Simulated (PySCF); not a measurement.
Gas-phase reaction: InH + C₄H₁₀ (n-butane) = InCH₃ + C₃H₈

Computed with PySCF and rigid-rotor harmonic-oscillator thermochemistry at 1 bar. S°(298 K) at PBE0/def2-TZVP differs from the NASA 1993 table for C₄H₁₀ (n-butane) (-9 J/mol/K); whether the harmonic model or the table's entry is off was not settled. † marks an energy on the PBE0/def2-TZVP geometry and frequencies; other levels use their own. MP2 freezes the core. All species are closed-shell singlets. In: scalar-relativistic def2 core potential, no spin-orbit coupling. InH, InCH₃: computed as isolated molecules; such fragments, hydroxides, amides, oligomers or adducts are transient or little studied in the gas. MP2 isn't extrapolated to the basis-set limit; its ΔH°(298 K) is -14.5 kJ in def2-SVP and -32.0 kJ in def2-TZVPP. The harmonic model lacks anharmonicity and excited electronic states, which grow with temperature; levels with a mode under 35 cm⁻¹ are left out. Internal rotation in C₄H₁₀ (n-butane), C₃H₈ is treated as a harmonic vibration of one conformer, which makes the entropy rough.

```tsv
level	ΔE electronic, kJ	ΔH°(298 K), kJ	ΔS°(298 K), J/K	ΔG°(1000 K), kJ
BLYP/def2-TZVP†	-33	-29	20	-48
M06-2X/def2-TZVP†	-30	-26	20	-46
MP2/def2-SVP†	-18	-15	20	-34
PBE/def2-SVP	-18	-15	21	-35
PBE0/def2-SVP†	-16	-12	20	-32
r2SCAN/def2-TZVP†	-29	-26	20	-45
ωB97X-V/def2-TZVP†	-22	-18	20	-38
```
ΔH° is lowest at BLYP/def2-TZVP† and highest at PBE0/def2-SVP†. No reference value is set beside these.
